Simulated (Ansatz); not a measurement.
Geometry optimisation, Ansatz 0.2.0, RKS PBE0-D4/6-31G*.

The input (input.yaml):

```yaml
crystal:
  periodic: [false, false, false]
  atoms:
    - { symbol: C, position_ang: [-1.819, 0.5019, 0.7709] }
    - { symbol: C, position_ang: [-0.5122, 0.0118, 0.1834] }
    - { symbol: C, position_ang: [-0.1315, -1.243, -0.1544] }
    - { symbol: Si, position_ang: [1.7567, -0.9868, -0.7674] }
    - { symbol: Si, position_ang: [1.0581, 1.0632, -0.2652] }
    - { symbol: H, position_ang: [-1.7032, 1.0534, 1.7215] }
    - { symbol: H, position_ang: [-2.2876, 1.2679, 0.0701] }
    - { symbol: H, position_ang: [-2.5314, -0.2622, 0.8979] }
    - { symbol: H, position_ang: [-0.6341, -2.1739, -0.0299] }
    - { symbol: H, position_ang: [1.813, -1.3488, -2.1815] }
    - { symbol: H, position_ang: [2.6601, -1.6709, 0.1451] }
    - { symbol: H, position_ang: [1.6406, 1.7061, 0.9958] }
    - { symbol: H, position_ang: [0.711, 2.0467, -1.3714] }
basis:
  gaussian: { orbitals: "6-31G*" }
hamiltonian:
  xc: pbe0
  dispersion: d4
relax:
  f_tol: 0.02
  max_steps: 50
output:
  orbitals: {}
```

Launched with:

```bash
$ ansatz run input.yaml --threads 2 --pin off --max-ram 3072MiB --backend cpu --events-out ev --progress --plain --runs-dir out
```

Q: Where does it end, and by what steps?

A: The forces met the threshold. After 8 steps the energy has fallen by 0.524 eV; H9 moved furthest, 0.19 Å.

| step | energy less start (eV) | largest force component (eV/Å) | accepted |
| --- | --- | --- | --- |
| 0 | 0.0000 | 2.428 | yes |
| 1 | -0.4460 | 0.864 | yes |
| 2 | -0.2804 | 2.645 | no |
| 3 | -0.5126 | 0.311 | yes |
| 4 | -0.5151 | 0.260 | yes |
| 5 | -0.5161 | 0.325 | yes |
| 6 | -0.5235 | 0.034 | yes |
| 7 | -0.5236 | 0.022 | yes |
| 8 | -0.5236 | 0.003 | yes |

```xyz
13
Properties=species:S:1:pos:R:3
C -1.823 0.477 0.742
C -0.492 0.076 0.194
C -0.107 -1.189 -0.117
Si 1.658 -1.053 -0.752
Si 1.030 1.126 -0.231
H -1.710 0.978 1.712
H -2.317 1.197 0.077
H -2.489 -0.383 0.874
H -0.767 -2.051 0.013
H 1.871 -1.447 -2.176
H 2.699 -1.743 0.066
H 1.649 1.841 0.926
H 0.819 2.135 -1.313
```

Whether the end is a true minimum wasn't checked by a vibrational analysis.

Run time: 18 s on 2 threads of Intel(R) Xeon(R) 6975P-C (Granite Rapids) (shared host), peak memory 0.24 GiB.
